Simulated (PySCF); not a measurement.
This PySCF input asks for the NMR shieldings of `BN(CBF)CC(F)F`, C$_{3}$H$_{8}$B$_{2}$F$_{3}$N; the geometry comes from GFN2-xTB.

```python
import basis_set_exchange as bse
import numpy as np
from pyscf import gto, dft
from pyscf.prop import nmr

atoms = """
B     0.345965    0.556759    1.820557
N    -0.104730   -0.168270    0.732662
C    -1.502177   -0.205869    0.310260
B    -1.912412    0.639371   -0.966148
F    -1.072499    1.494005   -1.501409
C     0.791177   -0.913720   -0.125926
C     1.645669   -0.015670   -1.031857
F     2.853484    0.233241   -0.474571
F     1.906924   -0.648067   -2.207005
H    -0.427312    1.154608    2.464767
H     1.484390    0.535476    2.084316
H    -1.816504   -1.253221    0.200277
H    -2.102449    0.180919    1.141245
H    -2.977709    0.570669   -1.453388
H     0.224845   -1.586957   -0.777096
H     1.478524   -1.511971    0.480294
H     1.177815    0.950728   -1.261472
"""
names = dict.fromkeys(["B", "N", "C", "F", "H"], "pcSseg-1")
basis = {el: gto.basis.parse(bse.get_basis(n, elements=[el], fmt="nwchem")) for el, n in names.items()}
mol = gto.M(atom=atoms, basis=basis, charge=0, verbose=0)
mf = dft.RKS(mol, xc="PBE0")
mf.grids.level = 2
mf.grids.alignment = dft.numint.BLKSIZE   # the property module wants whole blocks of grid points
mf.conv_tol = 1e-9
mf.kernel()

calc = nmr.RKS(mf)   # GIAO
C = mf.mo_coeff
Co = C[:, mf.mo_occ > 0]
resp = mf.gen_response(singlet=True, hermi=2)
def vind(x):   # induced exchange potential for any number of trial vectors
    d = np.einsum("pi,xij,qj->xpq", C, 2 * x.reshape(-1, C.shape[1], Co.shape[1]), Co, optimize=True)
    return np.einsum("xpq,pi,qj->xij", resp(d - d.transpose(0, 2, 1)), C, Co, optimize=True).ravel()
mo1, _ = nmr.rhf.solve_mo1(calc, with_cphf=vind)
sigma = calc.kernel(mo1)
for i, s in enumerate(sigma):   # ppm
    print("%2d %-2s %9.2f" % (i, mol.atom_pure_symbol(i), np.trace(s) / 3))
```

**Question.** Give the expected output.

**Answer.** 
```
 0 B      61.11
 1 N     126.57
 2 C     124.23
 3 B      44.21
 4 F     174.21
 5 C     120.45
 6 C      60.45
 7 F     304.08
 8 F     298.07
 9 H      27.00
10 H      26.88
11 H      28.14
12 H      28.00
13 H      26.17
14 H      28.92
15 H      27.49
16 H      25.07
```

These numbers come from an equivalent density-fitted implementation of the same equations, which agrees with the script to about 0.01 ppm for H and up to a few tenths of a ppm for heavy atoms, so last digits may differ.

Size and cost of the density-fitted run: 193 basis functions, 60 s wall time on 1 thread of an Arm Neoverse N1, shared host; peak memory 0.86 GiB.
